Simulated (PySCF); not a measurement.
# Electron affinity of Cs by level of theory

Cs⁻ [Xe] 6s2 (1S) → Cs [Xe] 6s1 (2S), as a difference of total energies. Computed with PySCF 2.14 in dyall-av2z (26s20p12d, 146 functions), with the non-relativistic Hamiltonian (point nucleus). Correlated levels: valence: [Xe] frozen; virtual orbitals above 40 to 60 times the deepest correlated orbital energy dropped. The calculations carry no spin-orbit coupling.

```csv
method,electron affinity (eV)
UHF,-0.064
MP2 (valence),0.201
SCS-MP2 (valence),0.254
CCSD (valence),0.449
```

These non-relativistic numbers lack the scalar-relativistic shift.

A negative affinity means that the anion lies above the atom at that level of theory.

With two correlated electrons CCSD is exact in that space.

The coupled-cluster amplitudes are large for Cs⁻ (T1 above 0.03 or a double amplitude above 0.15), so a single reference is strained.

For comparison: 0.472 eV (measured; photodetachment measurements, as compiled on the Wikipedia data page of electron affinities).
